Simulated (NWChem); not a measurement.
**Ionisation of O₂Zr**

```xyz
3

Zr     0.0000     0.0000     0.2967
O     -1.4393     0.0000    -0.7418
O      1.4393     0.0000    -0.7418
```
Charge 0, spin multiplicity 1.

The numbers come from NWChem runs, not from measurements. All single points use one geometry, from B3LYP/def2-SVP with def2 effective core potentials on Zr, a minimum by its harmonic frequencies.

Basis set: def2-TZVPD. −ε marks an orbital energy of the parent.

Effective core potentials replace the inner electrons of Zr; spin-orbit coupling is left out. B3LYP has NWChem's definition, with VWN1-RPA local correlation. The structure started from a generated list of species.

Task: For the first vertical ionisation energy, −ε(HOMO) of HF gives 10.48 eV and −ε(HOMO) of BHandHLYP gives 8.26 eV. What do −ε(HOMO) of B3LYP, −ε(HOMO) of PBE, −ε(HOMO) of r2SCAN give?

Result: −ε(HOMO) of B3LYP: 6.62 eV; −ε(HOMO) of PBE: 5.38 eV; −ε(HOMO) of r2SCAN: 5.58 eV.
